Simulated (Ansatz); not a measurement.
Ansatz results at the PBE0-D4/def2-TZVP geometry: HOMO energy (PBE/def2-TZVPP) -6.77 eV; ideal-gas entropy at 298 K and 1 bar (rigid rotor, harmonic PBE0-D4/def2-TZVP) 379 J/(mol·K); size of the dipole moment (ωB97M-V/def2-TZVPP) 1.97 D.

Each molecule was computed in one conformer, which needn't be the lowest.

Problem. Which molecule gave them?
A. `[NH2][In]([Cl])[O][SiH3]`
B. `C[N](C)[InH][Br]`
C. `[Cl][In]([Cl])[SeH]`
D. `C[O][In]([Cl])[Cl]`

Solution. C. The others give `[NH2][In]([Cl])[O][SiH3]`: -6.68, 424, 2.92; `C[N](C)[InH][Br]`: -5.16, 394, 2.75; `C[O][In]([Cl])[Cl]`: -6.72, 403, 1.35.
